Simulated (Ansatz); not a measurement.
C2H9AlOSi, SMILES `C[SiH](C)[AlH][OH]` from Hartree–Fock to CCSD(T)

```xyz
14

C    -1.730   -0.398    0.536
Si   -0.186   -0.346   -0.536
C    -0.251    1.133   -1.704
Al    1.867   -0.362    0.812
O     1.666   -0.697    2.470
H    -1.800    0.495    1.162
H    -1.716   -1.266    1.200
H    -2.631   -0.453   -0.081
H    -0.168   -1.580   -1.387
H    -1.142    1.083   -2.335
H     0.623    1.163   -2.358
H    -0.286    2.074   -1.148
H     3.352   -0.101    0.289
H     2.402   -0.744    3.080
```

Total charge 0; spin multiplicity 1. The structure was optimised at the PBE0-D4/def2-TZVP level. It is one conformer, not always the lowest. Frozen core, restricted reference, Ansatz 0.2.0. CBS rows extrapolate triple and quadruple zeta; past MP2 they add the triple-zeta difference.

```
     basis     HF (Eh)  MP2 corr.  CCSD corr.       (T)  CCSD(T) total
  def2-SVP           ?   -0.64259    -0.70679         ?              ?
def2-TZVPP  -686.84330   -0.80446           ?  -0.03143              ?
def2-QZVPP  -686.86696   -0.86199           –         –              –
 CBS(def2)  -686.87022          ?    -0.96118     as TZ              ?
```

Q: Fill in the withheld values. (Estimate.)

A: Computed: def2-SVP HF (Eh): -686.46835; def2-SVP (T): -0.01817; def2-SVP CCSD(T) total: -687.19331; def2-TZVPP CCSD corr.: -0.86103; def2-TZVPP CCSD(T) total: -687.73576; CBS(def2) MP2 corr.: -0.90460; CBS(def2) CCSD(T) total: -687.86283.
